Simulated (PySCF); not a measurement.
C₂H₈O₂Si₃.
SMILES: `C#C[SiH2]O[SiH2]O[SiH3]`

Level of theory: TDDFT CAM-B3LYP/def2-SVPD, vertical, gas phase, core orbitals frozen in the response in PySCF. Isolated species at its PBE0-D3(BJ)/def2-SVP geometry (one conformer only). Torsions of this conformer, `[CH:1]#[C:2][SiH2:3][O:4][SiH2:5][O:6][SiH3:7]`: C2–Si3–O4–Si5 3°, Si3–O4–Si5–O6 -48°, O4–Si5–O6–Si7 -12°.

Each state is given a Gaussian of 0.25 eV full width at half maximum, with ε(max) = 2.175×10⁸ f / Δν̃ (Δν̃ the width in cm⁻¹). The width is an assumption, not a result. The curve ends short of the highest state used, and states not computed would add to its high-energy end.

```
λ (nm)  ε (L mol⁻¹ cm⁻¹)
 163.7               221
 164.8               151
 166.0               106
 167.2                75
 168.3                54
 169.5                36
 170.6                24
 171.8                14
 173.0                 7
 174.1                 3
 175.3                 1
 176.4                 0
 177.6                 0
 178.7                 0
 179.9                 0
 181.1                 0
 182.2                 0
 183.4                 0
 184.5                 0
 185.7                 0
 186.8                 0
 188.0                 0
 189.2                 1
 190.3                 3
 191.5                 6
 192.6                13
 193.8                27
 194.9                45
 196.1                70
 197.3                98
 198.4               119
 199.6               132
 200.7               131
 201.9               117
 203.1                94
 204.2                71
 205.4                48
 206.5                34
 207.7                25
 208.8                22
 210.0                23
 211.2                24
 212.3                25
 213.5                25
 214.6                22
 215.8                18
 216.9                14
 218.1                10
 219.3                 6
 220.4                 4
 221.6                 2
 222.7                 1
 223.9                 1
 225.0                 0
 226.2                 0
 227.4                 0
```

**Question.** Locate the maxima and give the states behind the curve.

**Answer.** 212 nm (5.84 eV), ε about 25, made up of S1 (98%); 200 nm (6.20 eV), ε about 130, made up of S2 (87%) and S3 (13%) (ε in L mol⁻¹ cm⁻¹; maxima over ε = 5, shares over 10%). At its high-energy end, 7.57 eV, the curve is still rising (ε about 210, from S5 and S6). The states used: S1 5.83 eV (f 0.0002); S2 6.19 eV (f 0.0011); S3 6.27 eV (f 0.0002); S4 7.33 eV (f 0.0002); S5 7.52 eV (f 0.0008); S6 7.74 eV (f 0.0042); S7 7.85 eV (f 0.0022); S8 8.03 eV (f 0.014); S9 8.13 eV (f 0.029); S10 8.17 eV (f 0.132).

**Question.** Coming from long wavelengths, where does ε first pass 100 L mol⁻¹ cm⁻¹?

**Answer.** At about 203 nm (6.11 eV), 0.29 eV above S1.

**Question.** On this curve, what absorbance would a 10⁻⁴ mol/L sample give at 222 nm over a 1 cm path?

**Answer.** 222 nm is 5.585 eV, where ε is about 1.8 L mol⁻¹ cm⁻¹, so A = ε c l ≈ 0.00018 (Beer–Lambert, with the gas-phase spectrum and the assumed width).

**Question.** What would ε be at 6.20 eV, the highest of these maxima, with half the width (0.125 eV)?

**Answer.** About 242 L mol⁻¹ cm⁻¹ against 133, a factor of about 1.8; a lone state at its own centre would give exactly 2.

All these states lie below the vertical ionisation energy of 10.47 eV (ΔSCF).

Hardware: one thread, Arm Neoverse N1 (aarch64), shared host. Cost: 10 min wall, 1.1 GiB resident at most.
